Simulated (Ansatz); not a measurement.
BFH4OSSi can be A, `FB(S)O[SiH3]`, or B, `O[SiH2]SBF`.

Gas-phase electronic energies from Ansatz, PBE0-D4/def2-TZVP geometries. CCSD(T)/CBS is the MP2 limit (def2-TZVPP, def2-QZVPP) plus CCSD(T) − MP2 in def2-TZVPP, frozen cores. DFT in def2-TZVPP. B3LYP here is the variant with VWN-RPA as its local correlation; programs differ in this. One conformer a species, not always the lowest.

Problem. Which is lower in electronic energy at CCSD(T)/CBS, and by how much? (An estimate is asked.)

Solution. Computed: A, by 14.8 kcal/mol.

Problem. Give E(B) − E(A) in kcal/mol with B2PLYP, B3LYP-D4, PBE-D4, B3LYP, MP2/def2-TZVPP, CCSD/def2-TZVPP, r2SCAN-D4. (An estimate is asked.)

Solution. Ansatz gave: B2PLYP 16.0, B3LYP-D4 16.4, PBE-D4 13.1, B3LYP 16.5, MP2/def2-TZVPP 14.6, CCSD/def2-TZVPP 16.8, r2SCAN-D4 15.0. None reverses the order clearly.

Largest T1 diagnostic: 0.013.

In def2-TZVPP, CCSD(T) changes the Hartree–Fock value by −3.7 kcal/mol (the triples alone add −0.8 kcal/mol) and MP2 by −5.2 kcal/mol. From PBE to PBE0 (25 % exact exchange), in def2-TZVPP and without D4, E(B) − E(A) moves by +1.1 kcal/mol.
